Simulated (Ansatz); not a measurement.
Reaction (ligand exchange at the In–C bond): `[SiH3]B[CH2][InH2]` + CH₃OH → `C[O][InH2]` + `CB[SiH3]`

Gas-phase electronic energies from Ansatz, PBE0-D4/def2-TZVP geometries. CCSD(T)/CBS adds triple-zeta CCSD(T) − MP2 to the extrapolated MP2 energy (def2 sets, frozen cores). This one scheme is used for every species. DFT in def2-TZVPP. HSE06 is defined as in plane-wave codes. def2 core potentials past Kr. For In outer-core shells are correlated without core-valence functions, which leaves a few kJ/mol of doubt a bond. One conformer a species, not always the lowest.

```json
{"level": "PBE-D4", "ΔE (kJ/mol)": "12.3", "difference from CCSD(T)/CBS": "-3.1"}
{"level": "r2SCAN-D4", "ΔE (kJ/mol)": "6.2", "difference from CCSD(T)/CBS": "-9.2"}
{"level": "HSE06-D4", "ΔE (kJ/mol)": "14.9", "difference from CCSD(T)/CBS": "-0.5"}
{"level": "ωB97X-V", "ΔE (kJ/mol)": "-4.2", "difference from CCSD(T)/CBS": "-19.6"}
{"level": "B2PLYP", "ΔE (kJ/mol)": "-5.5", "difference from CCSD(T)/CBS": "-20.9"}
{"level": "RPA@PBE/def2-TZVPP", "ΔE (kJ/mol)": "10.5", "difference from CCSD(T)/CBS": "-4.9"}
{"level": "MP2/def2-TZVPP", "ΔE (kJ/mol)": "19.8", "difference from CCSD(T)/CBS": "4.4"}
{"level": "HF/def2-QZVPP", "ΔE (kJ/mol)": "-37.9", "difference from CCSD(T)/CBS": "-53.3"}
{"level": "HF/CBS(def2)", "ΔE (kJ/mol)": "-38.0", "difference from CCSD(T)/CBS": "-53.4"}
{"level": "CCSD/CBS(def2)", "ΔE (kJ/mol)": "7.9", "difference from CCSD(T)/CBS": "-7.5"}
{"level": "CCSD(T)/CBS", "ΔE (kJ/mol)": "15.4", "difference from CCSD(T)/CBS": "0"}
```

Largest T1 diagnostic among the species: 0.017.

At CCSD(T), def2-SVP lies −18.3 kJ/mol from the extrapolated value and def2-TZVPP −2.7 kJ/mol. From BLYP to BHLYP (50 % exact exchange), in def2-TZVPP and without D4, ΔE moves by +5.1 kJ/mol. In def2-TZVPP, CCSD(T) changes the Hartree–Fock value by +49.7 kJ/mol (the triples alone add +7.4 kJ/mol) and MP2 by +56.9 kJ/mol.
